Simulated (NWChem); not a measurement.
System: CH$_{3}$Be cation; SMILES [Be+][CH3]

Here is an NWChem input.

```
start job
memory heap 200 mb stack 900 mb global 1100 mb
charge 1
geometry units angstroms
  Be    -0.776321    -0.454925    -0.629017
  C      0.397001     0.232646     0.321686
  H      1.010569    -0.472040     0.912827
  H      0.038138     0.941253     1.090832
  H      1.161739     0.826126    -0.212615
end
basis spherical
  * library def2-svp
end
dft
  xc pbe0
  iterations 150
end
driver
  maxiter 120
end
task dft optimize
task dft freq
```

The level has its own optimisation; frequencies are unscaled.

### Question
Give the results of this calculation. (PBE0/def2-SVP.) Quantities: r Be–C (Å); r C–H (Å); highest harmonic frequency (cm⁻¹); lowest (cm⁻¹); zero-point energy (kcal/mol).

### Answer
```
Quantity                           Result
---------------------------------  ------
r Be–C (Å)                          1.651
r C–H (Å)                           1.105
highest harmonic frequency (cm⁻¹)    3144
lowest (cm⁻¹)                         669
zero-point energy (kcal/mol)         22.1
```
